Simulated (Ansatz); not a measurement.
All values below come from frozen-core CCSD(T)/def2-TZVPP // B3LYP-D3(BJ)/def2-TZVP in Ansatz (a program for electronic structure).

Ansatz 0.2 input:
```yaml
crystal:
  periodic: [false, false, false]
  atoms:
    - { symbol: O, position_ang: [-1.486586, -0.761064, 0.043844] }
    - { symbol: Al, position_ang: [0.023395, -0.014933, -0.004003] }
    - { symbol: O, position_ang: [0.078734, 1.656452, 0.20133] }
    - { symbol: I, position_ang: [2.093403, -1.331538, -0.364456] }
    - { symbol: H, position_ang: [-1.604451, -1.705843, -0.062601] }
    - { symbol: H, position_ang: [0.895506, 2.156927, 0.185885] }
basis:
  gaussian: { orbitals: def2-TZVPP }
correlation:
  method: ccsd_t
```

Output:

```
Functional definition: HF
1300 factors; integrals over basis functions are off by at most 6.8e-4 eV
mean field evaluation 1: about -18763.7823 eV, gradient 5.3e1 eV
mean field evaluation 2: about -18763.8704 eV, gradient 5.3e1 eV
mean field evaluation 4: about -18768.7472 eV, gradient 2.5e0 eV
mean field evaluation 8: about -18768.7982 eV, gradient 1.8e-1 eV
mean field evaluation 16: about -18766.3667 eV, gradient 3.8e1 eV
mean field -18768.79840075 eV, -689.7406192791 hartree, gradient 2.2e-6 eV, S^2 0.000000; 0 other end points of the search recorded, 0 dependent functions left out
11 core orbitals not correlated
reference -18768.79840075 eV, -689.7406192791 hartree; 17, 17 occupied and 154, 154 virtual orbitals, 1300 factors
second order -28.58874954 eV of doubles, -0.00000000 eV of singles
cycle   1  -27.25013782 eV  change     1.3e0 eV  update   1.0e-1
cycle   2  -27.83563950 eV  change   -5.9e-1 eV  update   2.9e-2
cycle   3  -27.95280835 eV  change   -1.2e-1 eV  update   1.4e-2
cycle   4  -27.92723350 eV  change    2.6e-2 eV  update   3.5e-3
cycle   5  -27.92596894 eV  change    1.3e-3 eV  update   1.5e-3
cycle   6  -27.92728511 eV  change   -1.3e-3 eV  update   4.3e-4
cycle   7  -27.92696521 eV  change    3.2e-4 eV  update   1.5e-4
cycle   8  -27.92684741 eV  change    1.2e-4 eV  update   4.2e-5
cycle   9  -27.92686013 eV  change   -1.3e-5 eV  update   1.4e-5
perturbative correction -0.80842118 eV, -0.0297089304 hartree
Total energy: -18797.53368206 eV, -690.7966213897 hartree
```

Cost: around 60 core-seconds (rough).
